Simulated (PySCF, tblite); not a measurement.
Isomers of C6H6N2O, one GFN2-xTB conformer each. Single-point energies are computed at PBE0/pcSseg-1 (PySCF, gas phase, no added dispersion term), electronic only.

```csv
SMILES,GFN2-xTB relative energy (kJ/mol)
C=C/C=C(/C#N)NC=O,99.0
[H]/N=C\c1cc[n+]([O-])cc1,91.6
CC(=O)c1cccnn1,0.0
Cc1cc(C=O)cnn1,14.6
N#C[C@@H]1C=C[C@H]1NC=O,108.0
```

Conformers: `[CH2:1]=[CH:2]/[CH:3]=[C:4](/[C:5]#[N:6])[NH:7][CH:8]=[O:9]` with C1–C2–C3–C4 180°, C3–C4–N7–C8 180°, C4–N7–C8–O9 0°; `[H]/[N:1]=[CH:2]\[c:3]1[cH:4][cH:5][n+:6]([O-:7])[cH:8][cH:9]1` with N1–C2–C3–C4 0°; `[CH3:1][C:2](=[O:3])[c:4]1[cH:5][cH:6][cH:7][n:8][n:9]1` with C1–C2–C4–C5 180°; `[CH3:1][c:2]1[cH:3][c:4]([CH:5]=[O:6])[cH:7][n:8][n:9]1` with C3–C4–C5–O6 0°; `[N:1]#[C:2][C@@H:3]1[CH:4]=[CH:5][C@H:6]1[NH:7][CH:8]=[O:9]` with C5–C6–N7–C8 -136°, C6–N7–C8–O9 0°.

**Question.** What does PBE0/pcSseg-1 give for the same structures?

**Answer.** 
| SMILES | PBE0/pcSseg-1 E (Eh) | PBE0/pcSseg-1 (kJ/mol) | GFN2-xTB (kJ/mol) | point group |
| --- | --- | --- | --- | --- |
| CC(=O)c1cccnn1 | -416.40977 | 0.0 | 0.0 | Cs |
| Cc1cc(C=O)cnn1 | -416.40186 | 20.8 | 14.6 | Cs |
| C=C/C=C(/C#N)NC=O | -416.39341 | 43.0 | 99.0 | Cs |
| N#C[C@@H]1C=C[C@H]1NC=O | -416.38363 | 68.6 | 108.0 | C1 |
| [H]/N=C\c1cc[n+]([O-])cc1 | -416.36858 | 108.1 | 91.6 | Cs |

Both levels put the same isomer lowest; measured from each level's own lowest isomer, the values differ by up to 56.0 kJ/mol (C=C/C=C(/C#N)NC=O: 99.0 against 43.0). As drawn, the lowest has an N–N linkage, which the highest lacks; the highest has an N–O linkage and an N–H bond, which the lowest lacks.

**Question.** Which frontier levels, dipoles and rotational constants go with these structures?

**Answer.** 
```tsv
SMILES	HOMO (eV, PBE0/pcSseg-1)	LUMO (eV)	dipole (D)	A, B, C (MHz)
CC(=O)c1cccnn1	-7.04	-2.25	2.58	3823, 1308, 980.4
Cc1cc(C=O)cnn1	-6.96	-2.79	1.24	3147, 1284, 917.2
C=C/C=C(/C#N)NC=O	-6.91	-2.21	7.22	3193, 995.4, 758.8
N#C[C@@H]1C=C[C@H]1NC=O	-7.82	-0.81	6.64	2642, 1168, 892.3
[H]/N=C\c1cc[n+]([O-])cc1	-6.70	-2.21	0.88	5358, 1032, 865.2
```

**Question.** What happens when harmonic zero-point energies from GFN2-xTB frequencies are added?

**Answer.** 
```json
{"SMILES": "CC(=O)c1cccnn1", "ZPE (kJ/mol)": "286.9", "electronic (kJ/mol)": "0.0", "with ZPE (kJ/mol)": "0.0"}
{"SMILES": "Cc1cc(C=O)cnn1", "ZPE (kJ/mol)": "285.2", "electronic (kJ/mol)": "20.8", "with ZPE (kJ/mol)": "19.1"}
{"SMILES": "C=C/C=C(/C#N)NC=O", "ZPE (kJ/mol)": "281.9", "electronic (kJ/mol)": "43.0", "with ZPE (kJ/mol)": "38.0"}
{"SMILES": "N#C[C@@H]1C=C[C@H]1NC=O", "ZPE (kJ/mol)": "286.0", "electronic (kJ/mol)": "68.6", "with ZPE (kJ/mol)": "67.8"}
{"SMILES": "[H]/N=C\\c1cc[n+]([O-])cc1", "ZPE (kJ/mol)": "291.4", "electronic (kJ/mol)": "108.1", "with ZPE (kJ/mol)": "112.6"}
```

The zero-point energies span 9.5 kJ/mol. The order is unchanged.
